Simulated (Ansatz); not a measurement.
**Relative stability**

The two ends of one reaction step of SiNH7SO, closed shell (PBE0-D4/def2-TZVP).

A:

Si1  (-1.132, 0.550, 0.400)
S2  (-0.282, -0.912, 1.758)
H3  (-2.163, -0.280, -0.267)
H4  (-1.739, 1.654, 1.181)
N5  (-0.049, 1.248, -0.708)
H6  (1.111, -1.462, -0.224)
O7  (1.426, -1.335, -1.130)
H8  (0.605, -0.069, 2.313)
H9  (0.561, 0.641, -1.242)
H10  (0.369, 2.141, -0.511)
H11  (1.294, -2.177, -1.571)
(Å)

B:

```xyz
11
angstrom
Si -0.9018 0.0885 -0.8866
S 0.6171 -0.3589 2.6167
H -1.3731 0.2666 -2.2858
H -2.0234 0.1689 0.0786
N 0.3074 1.2664 -0.6622
H 0.2379 -1.1628 1.6051
O -0.3446 -1.4490 -0.6241
H 1.9186 -0.5865 2.3838
H 0.4774 1.9900 -1.3383
H 0.6642 1.4858 0.2544
H 0.4203 -1.7090 -1.1416
```

Computed with Ansatz 0.2.0 (basis: def2-TZVPP); correlated methods freeze the cores. B3LYP uses VWN-RPA correlation.

Problem. Which structure is lower at CCSD(T), and by how much? (Judge from chemistry; the value comes from the calculation.)

Solution. By the calculation: B, by 0.307 eV (electronic energy, against the other). By their contacts, A is a complex of SiNH₅S ([NH2][SiH2][SH]) + H₂O and B is a complex of SiNH₅O ([NH2][SiH2][OH]) + H₂S.

All methods give the same order:

| method | E(B) − E(A) (eV) |
| --- | --- |
| SPW92 | -0.154 |
| PBE-D4 | -0.143 |
| BLYP-D4 | -0.269 |
| r2SCAN-D4 | -0.248 |
| B97M-V | -0.301 |
| PBE0-D4 | -0.179 |
| B3LYP-D4 | -0.294 |
| r2SCAN0-D4 | -0.257 |
| BHLYP-D4 | -0.345 |
| CAM-B3LYP-D4 | -0.352 |
| wB97X-V | -0.293 |
| wB97M-V | -0.288 |
| B2PLYP | -0.316 |
| PBE-QIDH | -0.237 |
| RPA on PBE | -0.342 |
| HF | -0.469 |
| MP2 | -0.279 |
| CCSD | -0.341 |
| CCSD(T) | -0.307 |

The T1 diagnostic stays at or below 0.011.

Labels in which every atom is bracketed show which atoms are joined, not bond orders.

For scale, one of the runs: CCSD(T)/def2-TZVPP, 244 basis functions, launched by `ansatz run in.yaml --threads 4 --pin off --events-out ev --progress --plain --max-ram 9574MiB`. Time: 65 s of wall clock on 4 CPU threads of an AMD EPYC 9R14; the host was shared. Peak host memory: 4.7 GiB.
